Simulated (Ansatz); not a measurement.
```xyz
10

C    -0.0230   -0.0192   -2.0211
C    -0.0317   -0.0374   -0.6158
C     0.0389   -0.0067    0.6368
C    -0.0266    0.0378    2.0420
H    -0.0194   -0.9936   -2.4288
H    -0.8513    0.5025   -2.4300
H     0.8667    0.5322   -2.5018
H    -0.0128   -0.9928    2.4959
H     0.8546    0.4769    2.4613
H    -0.8962    0.5553    2.4871
```

Basis set: def2-TZVP (spherical functions). Correlated methods keep 4 orbitals frozen. Charge 0, multiplicity 1.

Computed with Ansatz (development build ahead of 0.2.0); each method stands on the lowest determinant of its kind that the runs found. Restricted open shells among the atoms or ions are ROHF, correlated in semicanonical orbitals with singles.

The atomization energy at this shape (free ground-state atoms in the same class of orbitals less the molecule, no zero-point energy) of singlet C4H6:

```
 method  atomization energy
RHF-MP2       4093.2 kJ/mol
```

(1) What does RHF give?

Results:

(1) 3142.2 kJ/mol. Caution: the shape is not the minimum.
